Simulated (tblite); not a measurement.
Compound: C4H10ClFSi.
Z-matrix (Å and degrees, GFN2-xTB geometry), rows numbered from 1:
```
C 
C   1  1.5288
Si  2  1.9093  1  113.43
C   3  1.9012  2  113.14  1   -57.69
Cl  3  2.0413  2  109.08  1   178.92
C   3  1.9313  2  109.95  1    64.26
F   6  1.3816  3  110.69  2   -68.75
H   1  1.0880  2  110.52  3  -177.90
H   1  1.0865  2  110.84  3   -57.69
H   1  1.0868  2  110.68  3    62.20
H   2  1.0928  1  108.91  3   122.31
H   2  1.0922  1  108.98  3  -122.39
H   4  1.0862  3  110.78  2    69.11
H   4  1.0865  3  111.47  2   -51.02
H   4  1.0871  3  111.42  2  -171.09
H   6  1.0932  3  112.27  2   172.73
H   6  1.0935  3  112.80  2    50.04
```

Calculated harmonic vibrations of the isolated species, GFN2-xTB (tblite), most abundant isotopes, no scaling. Against measured fundamentals such values can be off by several per cent, at times by over 20. One conformer, not necessarily the lowest.

Harmonic wavenumbers (cm⁻¹): 46.4, 59.9, 102.7, 107.2, 112.3, 146.4, 169.3, 181.4, 247.9, 271.8, 305.4, 483.8, 624.0, 699.2, 724.4, 728.1, 793.1, 826.4, 839.9, 986.1, 1024.1, 1029.7, 1072.8, 1200.9, 1233.2, 1277.2, 1288.5, 1370.8, 1421.8, 1440.9, 1466.5, 1467.5, 1475.4, 1507.7, 1509.7, 2948.5, 2955.2, 2959.0, 2974.5, 3027.4, 3033.4, 3038.9, 3043.2, 3045.6, 3052.9.

A = 1861, B = 1240, C = 1022 MHz; mass 140.022 u (most abundant isotopes); point group C1, symmetry number 1.

What is the zero-point energy?

Half the sum of the wavenumbers: 29160 cm⁻¹ = 348.84 kJ/mol.

What is S at 400 K and 1 bar for an ideal gas of classical rigid rotors and harmonic oscillators?

Translation 176.60, rotation 126.26, vibration 186.54: S = 489.4 J/(mol K).

And Cp and H(400 K) − H(0)?

Cp = 190.66 J/(mol K), of which vibrations give 157.41 (their classical limit is 45 R = 374.2); H(400 K) − H(0) = 49.20 kJ/mol without the zero-point energy, 35.90 from vibrations.

Blend soft modes into free rotors: weight 1/[1 + (100 cm⁻¹/ν̃)⁴] for the oscillator and the rest for a rotor with moment μB/(μ + B), μ = h/(8π²ν), B = 10⁻⁴⁴ kg m². What vibrational entropy results?

169.79 J/(mol K) in place of 186.54, which changes −T·S at 400 K by +6.70 kJ/mol.

What must be added to the electronic energy to get the Gibbs energy at 400 K and 1 bar?

ZPE + [H(400 K) − H(0)] − T·S = 348.84 + 49.20 − 195.76 = 202.28 kJ/mol.

Which modes carry the vibrational entropy at 400 K?

46.4 cm⁻¹: 23.21; 59.9 cm⁻¹: 21.09; 102.7 cm⁻¹: 16.64; 107.2 cm⁻¹: 16.29; 112.3 cm⁻¹: 15.91; 146.4 cm⁻¹: 13.74 J/(mol K); the other 39 give 79.66 together.

Hindered rotation and anharmonicity are outside this model. Other conformers, if any are populated, would add a mixing term that is left out. The structure is chiral; the term R ln 2 for an equal mix with its mirror image is left out.
